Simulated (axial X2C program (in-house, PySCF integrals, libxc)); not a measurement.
LiCo: cheaper levels and CCSD(T), two-component

Calculated with an in-house relativistic program for diatomic molecules. Two-component (2c) means X2C with spin–orbit coupling and atomic mean-field two-electron Coulomb and Gaunt terms. Basis: Co dyall-cv3z [9s10p6d3f2g], Li dyall-cv3z [7s8p2d] (cores contracted in-house); Gaussian nuclei, density fitting, unrestricted open shells. Masses: Co 58.933 u, Li 7.016 u.

State: Ω = 3 (⟨Sz⟩ = 1.00, ⟨Lz⟩ = 2.00 at HF); fragments Co + Li.

```tsv
level	Re (Å)	ωe (cm⁻¹)
PBE0	2.355	365.9
HF	2.661	233.8
CCSD	2.367	368.3
PW91	2.308	389.8
```

Correlated methods: 10 electrons correlated (number of frozen shells: Co 3 s, 2 p; Li 1 s), 224 virtual spin orbitals or spinors in MP2, 90 natural virtuals in coupled cluster.

CCSD(T), same Hamiltonian and basis:

Re = 2.333 Å, ωe = 383.7 cm⁻¹; T1 = 0.056 (Lee–Taylor normalisation).

Give the differences from CCSD(T) in the columns below.



```
level  ΔRe (Å)  Δωe (cm⁻¹)
 PBE0    0.022         -18
   HF    0.328        -150
 CCSD    0.034         -15
 PW91   -0.025           6
```

One determinant describes the state; a PBE0 search over occupations chose it and may have missed a lower one. De is not given where an atomic determinant may have missed its ground term or J level, or where the truncated virtual space spoils (T). Density functionals use the spin component along the axis (collinear). Coupled cluster ran in a truncated set of natural virtual spinors; the MP2 energy of the rest was added. (T) has no such correction and the atoms are truncated less, which lowers De at CCSD(T) by a hundredth of an eV or more. Other states lie close and PBE0, whose exact exchange favours high spin, may order them wrongly; the determinant shown need not be the ground state. The nearest other spin-free determinant of the search, M_S = 1, Λ = 3, lies 0.21 eV up at the distance of the search. The functionals have no current-density term, which raises determinants with orbital currents, atoms included. With several unpaired electrons one determinant need not be a pure state. A state of lower Ω lies just above, and one determinant can place such states too high, so the state shown need not be the lowest. The search has Ω = 1 only 0.11 eV up. At some level and bond length an empty orbital lies below a filled one. The determinant is spin-polarised beyond a pure state at some levels (its spin-free form has ⟨S²⟩ too high), which makes Re and μ there less reliable. The T1 diagnostic is large, a sign of multireference character.
